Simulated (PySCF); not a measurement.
Computed IR spectrum (relative IR intensity) of a molecule C2H6BClO. Coordinates come from a PBE-D3(BJ)/def2-SVP optimisation. Other conformers were not sampled. Level of theory: PBE-D3(BJ)/def2-SVP in PySCF. Frequencies are harmonic and unscaled.

Lines under 2 % of the strongest are left out, and lines within 2 cm⁻¹ are merged.

```csv
ν (cm⁻¹),relative intensity
385,4.7
620,10
844,7.7
1030,2.9
1067,91
1140,14
1268,42
1345,100
1399,17
1464,78
2959,22
3054,16
3077,7.1
```

Question: Identify the compound among the candidates.
A. CCOBCl
B. CCB(O)Cl
C. COB(C)Cl

Answer: C, COB(C)Cl
